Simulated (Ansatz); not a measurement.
Mulliken charges of `O=CC(F)[SiH2]Cl` from ωB97M-V/def2-TZVPP in Ansatz (PBE0-D4/def2-TZVP geometry).

```json
{"atom": "O1", "x (Å)": "0.939", "y (Å)": "-1.612", "z (Å)": "1.284", "charge (e)": "-0.267"}
{"atom": "C2", "x (Å)": "1.029", "y (Å)": "-1.196", "z (Å)": "0.162", "charge (e)": "0.089"}
{"atom": "C3", "x (Å)": "-0.093", "y (Å)": "-0.492", "z (Å)": "-0.543", "charge (e)": "0.045"}
{"atom": "F4", "x (Å)": "0.281", "y (Å)": "-0.191", "z (Å)": "-1.840", "charge (e)": "-0.218"}
{"atom": "Si5", "x (Å)": "-0.566", "y (Å)": "1.104", "z (Å)": "0.397", "charge (e)": "0.323"}
{"atom": "Cl6", "x (Å)": "-2.063", "y (Å)": "2.028", "z (Å)": "-0.645", "charge (e)": "-0.194"}
{"atom": "H7", "x (Å)": "1.962", "y (Å)": "-1.277", "z (Å)": "-0.434", "charge (e)": "0.094"}
{"atom": "H8", "x (Å)": "-0.966", "y (Å)": "-1.155", "z (Å)": "-0.569", "charge (e)": "0.123"}
{"atom": "H9", "x (Å)": "-1.049", "y (Å)": "0.738", "z (Å)": "1.743", "charge (e)": "0.010"}
{"atom": "H10", "x (Å)": "0.609", "y (Å)": "2.002", "z (Å)": "0.448", "charge (e)": "-0.006"}
```

Q: By hand: the dipole of these point charges (1 e Å = 4.8032 D).

A: Σ q r = (0.044, 0.040, 0.206) e Å, of length 0.214 e Å = 1.03 D.

Q: How does the dipole of the full density compare? (An estimate is asked.)

A: Computed: (0.023, 0.036, -0.055) e Å, 0.33 D; the point charges give 3.12 times that, at 126° from its direction, so they point the opposite way.

Point charges leave out the atoms' own dipoles, such as those of lone pairs, and Mulliken's split depends on the basis, so the two needn't agree.
